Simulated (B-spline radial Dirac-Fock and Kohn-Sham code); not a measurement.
Kohn-Sham estimates against Dirac-Fock for the levels of W

System: the free tungsten atom, configuration 1s2 2s2 2p6 3s2 3p6 3d10 4s2 4p6 4d10 4f14 5s2 5p6 5d4 6s1 6p1 (not the ground configuration).

The density-functional columns are spherical, spin-unpolarised Dirac-Kohn-Sham results without Breit or QED terms: −ε is minus the orbital energy of the initial state and ΔSCF the difference of two total energies. The reference in the last column comes from Dirac-Fock energy differences between relaxed states, corrected for Breit and QED terms. All numbers are from a radial finite-basis atomic code, in eV; a selection of levels is shown. The Kohn-Sham columns are given as differences from the reference. For the 1s level of heavy atoms much of the gap between ΔSCF and the reference is the Breit and QED part, -349.2 eV here; for other levels the error of the functional can be larger.

```tsv
level	LDA −ε − DF	LDA ΔSCF − DF	Dirac-Fock
K (1s)	-214.9	+337.4	69530.0
L1 (2s)	-157.3	-58.1	12116.1
L2 (2p1/2)	-109.9	+18.5	11552.5
L3 (2p3/2)	-123.6	-13.6	10215.1
M1 (3s)	-80.6	-53.6	2835.4
M2 (3p1/2)	-63.1	-33.8	2586.7
M3 (3p3/2)	-62.3	-36.0	2293.9
M4 (3d3/2)	-40.7	-8.5	1880.6
M5 (3d5/2)	-41.9	-10.8	1818.2
N1 (4s)	-42.1	-30.6	610.9
N2 (4p1/2)	-34.5	-23.0	507.4
N3 (4p3/2)	-34.6	-23.6	439.6
N4 (4d3/2)	-22.6	-11.9	269.4
N5 (4d5/2)	-22.6	-12.1	256.9
N6 (4f5/2)	-6.2	+3.3	42.44
N7 (4f7/2)	-6.3	+3.1	40.31
O2 (5p1/2)	-6.0	0.0	58.08
O3 (5p3/2)	-6.1	-0.4	48.28
O4,5 (5d)	-2.8	+1.5	8.88
P1 (6s)	-1.6	+1.5	8.58
P2,3 (6p)	-1.5	+0.8	3.81
```

Values without a named source are computed, but for edge energies of neutral atoms, which are taken from tables.
